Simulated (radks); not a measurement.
The numbers below are computed, except where a source is named.
Effect of the nuclear size on the fluorine ion F+, [He] 2s2 2p4. Level of theory: Dirac Kohn-Sham, exchange-only LDA, spin-unpolarised, spherical densities, finite nucleus; open shells fill j = l - 1/2 first; Fermi nuclear charge, rms radius 2.8976 fm (a radial shooting solver on a logarithmic mesh with Libxc functionals). The rms radius is varied about that value; shifts are against it.

rms radius (fm) = 2.3615: total energy shift (eV) -0.000238; density at nucleus (e/bohr^3) 461.2; 1s1/2 shift (meV) -0.096
rms radius (fm) = 2.6948: total energy shift (eV) -0.0000957; density at nucleus (e/bohr^3) 460.9; 1s1/2 shift (meV) -0.038
rms radius (fm) = 2.8976: total energy shift (eV) 0; density at nucleus (e/bohr^3) 460.7; 1s1/2 shift (meV) 0.000
rms radius (fm) = 3.1671: total energy shift (eV) 0.000138; density at nucleus (e/bohr^3) 460.4; 1s1/2 shift (meV) 0.055
rms radius (fm) = 3.5235: total energy shift (eV) 0.000339; density at nucleus (e/bohr^3) 460.2; 1s1/2 shift (meV) 0.136

Slopes of the eigenvalues against <r^2> in GHz/fm^2, as finite differences over the two radii next to the reference (eigenvalue slopes, not the field-shift constants of lines): 1s1/2 8.19.
